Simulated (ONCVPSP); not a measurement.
Which change was made? (Hf, ONCV)

Hf, optimised norm-conserving Vanderbilt (ONCV), made with ONCVPSP 4.0.1 (PBEsol, scalar-relativistic). Core [Kr] 4d10 4f14 5s2, reference 5p6 5d2 6s1 (charge +1). Waves: 6s: rc 2.75 bohr, ncon 4, nbas 7, qcut 1.9 1/bohr, 2 projectors, debl 0.5 Ha; 5p: rc 1.80 bohr, ncon 3, nbas 6, qcut 9 1/bohr, 2 projectors, debl 3.8 Ha; 5d: rc 2.85 bohr, ncon 4, nbas 8, qcut 5.2 1/bohr, 2 projectors, debl 1.3 Ha; f scattering state at 0.13 Ha: rc 2.50 bohr, ncon 4, nbas 8, qcut 4.7 1/bohr, 2 projectors, debl 3.2 Ha. Local part: polynomial inside 1.70 bohr (lpopt 2, dvloc0 0 Ha). Core correction: Teter function, fcfact 4.75, rcfact 1.1.

Cutoffs, loose and tight: the cutoffs (Ha) at which the residual kinetic energy of the hardest occupied pseudo-wave falls to 1 and 0.1 mHa per electron. They do not see the model core or the augmentation charge, which bear on the density cutoff. Test errors are all-electron minus pseudo excitation energies from the reference, over the configurations 5p6 5d2 6s2; 5p6 5d2 6s0; 5p6 5d1 6s0; 5p6 5d0 6s0; variants that change the core or the reference have their own tests.

The base gives: outcome: generated; cutoff, loose: 22 Ha; cutoff, tight: 27 Ha; bound ghosts: none; GHOST(+) flags above zero: s; largest test error (meV): +174.

(1) After one change the result is: outcome: generated; cutoff, loose: 17 Ha; cutoff, tight: 22 Ha; bound ghosts: none; GHOST(+) flags above zero: s; largest test error (meV): +291. Which change was it?
A. core correction Teter function, fcfact 4.75, rcfact 1.38
B. f: rc 1.8, qcut 6.5
C. s: nproj 3
D. s: qcut 1.6; p: qcut 7.6; d: qcut 4.4; f: qcut 4

## Answers

(1) D. The others give: s: nproj 3 → outcome: generated; cutoff, loose: 22 Ha; cutoff, tight: 27 Ha; bound ghosts: s; GHOST(+) flags above zero: s; largest test error (meV): +174 | f: rc 1.8, qcut 6.5 → outcome: generated; cutoff, loose: 22 Ha; cutoff, tight: 27 Ha; bound ghosts: f; GHOST(+) flags above zero: s; largest test error (meV): +174 | core correction Teter function, fcfact 4.75, rcfact 1.38 → outcome: generated; cutoff, loose: 22 Ha; cutoff, tight: 27 Ha; bound ghosts: none; GHOST(+) flags above zero: s; largest test error (meV): +19.
